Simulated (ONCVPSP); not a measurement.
## How hard is this niobium (Nb) ONCV potential?

* Element: niobium (Nb)
* Generator: ONCVPSP 4.0.1
* Type: optimised norm-conserving Vanderbilt (ONCV)
* Functional: LDA (Perdew-Zunger)
* Relativity: scalar-relativistic
* Frozen core: [Ar] 3d10
* Valence charge: 13
* Reference configuration: 4s2 4p6 4d4 5s1
* Partial waves: 4s+5s: rc 1.50 bohr, ncon 4, nbas 9, qcut 7 1/bohr, 2 projectors; 4p: rc 1.35 bohr, ncon 4, nbas 7, qcut 7.2 1/bohr, 1 projector; 4d: rc 2.65 bohr, ncon 5, nbas 10, qcut 4.7 1/bohr, 2 projectors, debl 1.7 Ha
* Local potential: polynomial inside 1.00 bohr (lpopt 1, dvloc0 0 Ha)
* Core correction: Teter function, fcfact 8, rcfact 1.25

**Question.** For each optimised wave give the share of its norm inside rc, the residual kinetic energy above qcut (Ha) and the cutoffs (Ha) for errors of 10, 1, 0.1 and 0.01 mHa per electron.

**Answer.**

```tsv
wave	norm inside rc	residual KE	10 mHa	1 mHa	0.1 mHa	0.01 mHa
4s	0.821	6.3e-05	15.8	20.0	23.8	89.9
5s	0.037	1.7e-05	11.4	17.4	21.7	27.1
4p	0.592	6.6e-04	16.6	24.6	67.6	83.3
4d	0.728	3.4e-04	8.1	10.1	22.9	51.3
d projector 2	0.267	3.6e-03	10.0	15.9	56.8	66.3
```

The occupied waves need 25 Ha and 68 Ha for 1 and 0.1 mHa. 1 of 4 tests not solved or not reliable.
